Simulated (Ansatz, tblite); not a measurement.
Cost and result up the ladder for (HCd-mu-NH2)2 (Cd₂N₂H₆) (10 atoms). Charge 0, multiplicity 1. Geometry: PBE-D4/def2-SVP.

```tsv
atom	x (Å)	y (Å)	z (Å)
Cd1	0.139	-1.658	-0.345
H2	0.294	-3.271	-0.823
N3	1.446	0.072	0.280
Cd4	-0.106	1.695	0.065
H5	-0.193	3.380	-0.011
N6	-1.468	-0.096	-0.092
H7	2.315	0.201	-0.259
H8	1.781	-0.023	1.252
H9	-2.024	-0.242	0.766
H10	-2.184	-0.058	-0.833
```

Ansatz on 4 threads of Arm Neoverse V2 on a shared host; xTB runs through tblite on one thread. Times are rough, summed over both states, and most runs start from the orbitals of an earlier one. No level here is sound enough to serve as a yardstick. The other state is a triplet.

In the def2 sets Cd takes a core potential; there is no spin–orbit coupling. The xTB rows come from tblite.

xTB has no spin-polarisation term.

| level | functions | wall time | vertical triplet (eV) |
| --- | --- | --- | --- |
| GFN2-xTB | 22 | 0.005 s | 5.35 |
| GFN1-xTB | 28 | 0.006 s | 4.62 |
| PBE-D4/def2-TZVP | 178 | 6.1 s | 4.21 |
| r2SCAN-D4/def2-TZVP | 178 | 25 s | 4.47 |
